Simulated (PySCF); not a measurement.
`BO[C@@H](CCC)OC`, C$_{5}$H$_{13}$BO$_{2}$

Molfile (atoms numbered from 1):
```
C5H13BO2
     RDKit          3D

 21 20  0  0  0  0  0  0  0  0999 V2000
    1.2311    2.4022    1.4294 B   0  0  0  0  0  0  0  0  0  0  0  0
    0.6708    1.8260    0.3789 O   0  0  0  0  0  0  0  0  0  0  0  0
    0.4472    0.4413    0.2385 C   0  0  1  0  0  0  0  0  0  0  0  0
   -0.9785    0.2142   -0.2640 C   0  0  0  0  0  0  0  0  0  0  0  0
   -1.3424   -1.2670   -0.3029 C   0  0  0  0  0  0  0  0  0  0  0  0
   -2.7518   -1.4793   -0.8407 C   0  0  0  0  0  0  0  0  0  0  0  0
    1.3291   -0.0932   -0.7006 O   0  0  0  0  0  0  0  0  0  0  0  0
    2.6764   -0.1309   -0.2881 C   0  0  0  0  0  0  0  0  0  0  0  0
    1.3795    3.5610    1.3524 H   0  0  0  0  0  0  0  0  0  0  0  0
    1.5511    1.7869    2.3878 H   0  0  0  0  0  0  0  0  0  0  0  0
    0.5998   -0.0525    1.2213 H   0  0  0  0  0  0  0  0  0  0  0  0
   -1.6600    0.7582    0.3923 H   0  0  0  0  0  0  0  0  0  0  0  0
   -1.0447    0.6423   -1.2647 H   0  0  0  0  0  0  0  0  0  0  0  0
   -1.2687   -1.6840    0.7043 H   0  0  0  0  0  0  0  0  0  0  0  0
   -0.6227   -1.7876   -0.9357 H   0  0  0  0  0  0  0  0  0  0  0  0
   -3.4810   -0.9695   -0.2151 H   0  0  0  0  0  0  0  0  0  0  0  0
   -2.9958   -2.5384   -0.8605 H   0  0  0  0  0  0  0  0  0  0  0  0
   -2.8359   -1.0887   -1.8516 H   0  0  0  0  0  0  0  0  0  0  0  0
    3.0729    0.8748   -0.1127 H   0  0  0  0  0  0  0  0  0  0  0  0
    3.2270   -0.6045   -1.0979 H   0  0  0  0  0  0  0  0  0  0  0  0
    2.7875   -0.7218    0.6293 H   0  0  0  0  0  0  0  0  0  0  0  0
  1  2  1  0
  2  3  1  0
  3  4  1  0
  4  5  1  0
  5  6  1  0
  3  7  1  0
  7  8  1  0
  1  9  1  0
  1 10  1  0
  3 11  1  1
  4 12  1  0
  4 13  1  0
  5 14  1  0
  5 15  1  0
  6 16  1  0
  6 17  1  0
  6 18  1  0
  8 19  1  0
  8 20  1  0
  8 21  1  0
M  END
```

Method used: PySCF, GIAO PBE/pcSseg-1 magnetisability, rotational g tensor and spin-rotation constants, non-relativistic, gas phase. Geometry: GFN2-xTB.

Q: Give the nuclear spin-rotation constants along the inertial axes (H = +C I·J) beside the isotropic shieldings.

A: Rotational constants 3.2948, 1.1222, 0.8946 GHz. A star marks the isotopologue with that one atom substituted, in its own axes.
```csv
atom,isotope,Caa (kHz),Cbb (kHz),Ccc (kHz),mean (kHz),σ (ppm)
B1,11B,1.066,0.281,0.278,0.542,52.4
H9,1H,-0.064,-0.036,-0.053,-0.051,26.5
H10,1H,-0.256,-0.098,0.050,-0.102,26.3
H11,1H,-0.314,-0.118,0.057,-0.125,26.9
H12,1H,-0.334,0.030,-0.105,-0.136,30.0
H13,1H,-0.337,-0.140,0.039,-0.146,29.6
H14,1H,-0.349,-0.128,0.024,-0.151,30.4
H15,1H,-0.341,0.027,-0.094,-0.136,29.9
H16,1H,-0.348,0.017,-0.099,-0.143,30.7
H17,1H,-0.139,-0.076,-0.075,-0.097,30.3
H18,1H,-0.355,-0.130,0.021,-0.155,30.7
H19,1H,-0.013,-0.061,-0.091,-0.055,28.1
H20,1H,-0.364,0.041,-0.070,-0.131,27.7
H21,1H,-0.376,-0.109,0.038,-0.149,28.6
O2,17O*,-1.090,-0.247,-0.279,-0.539,45.2
C3,13C*,1.034,0.331,0.265,0.543,62.8
C4,13C*,0.555,0.220,0.191,0.322,135.9
C5,13C*,0.538,0.178,0.137,0.284,158.1
C6,13C*,0.440,0.169,0.136,0.248,165.7
O7,17O*,-0.517,-0.147,-0.084,-0.249,241.1
C8,13C*,0.587,0.259,0.189,0.345,124.5
```
For the geometry as given, no vibrational averaging.

Q: How do the rotational constants and the g tensor change when H9, H10, H11, H12, H13, H14, H15, H16, H17, H18, H19, H20, H21 are replaced by deuterium?

A: Constants 2.6544, 0.9263, 0.7485 GHz; g -0.0169, -0.0068, -0.0057, against -0.0208, -0.0082, -0.0068 before.
